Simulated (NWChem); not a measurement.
System: CHClO3Si; SMILES O=C1O[SiH](O1)Cl

```xyz
7

O     -0.6453     2.6746     0.0000
C     -0.1894     1.5813     0.0000
O      0.1504     0.7828     1.0910
Si     0.6696    -0.4086     0.0000
Cl    -0.4184    -2.1251     0.0000
O      0.1504     0.7828    -1.0910
H      2.1036    -0.7186     0.0000
```
Atoms are numbered in this order, from 1.

Results from NWChem. The geometry was optimised at B3LYP/6-31G* (spherical d). Solvent water, SMD (1 M gas to 1 M solution), gas-phase geometry. Reactions with the solvent are ignored.

```
level             basis functions  solvation free energy (kcal/mol)  cavity-dispersion-structure term (kcal/mol)  dipole in solution (D)
----------------  ---------------  --------------------------------  -------------------------------------------  ----------------------
PBE0/3-21G                     64                              -6.3                                          3.5                    4.63
PBE0/pcseg-1                   97                               [?]                                          3.5                     [?]
PBE0/aug-pcseg-1              155                              -3.5                                          3.5                    5.23
PBE0/pcseg-2                  202                              -4.0                                          3.5                    5.27
PBE0/def2-TZVPP               222                              -3.5                                          3.5                    5.24
```

Q: Some entries are withheld; supply them.

A: 
- PBE0/pcseg-1, solvation free energy (kcal/mol): -4.7
- PBE0/pcseg-1, dipole in solution (D): 5.14
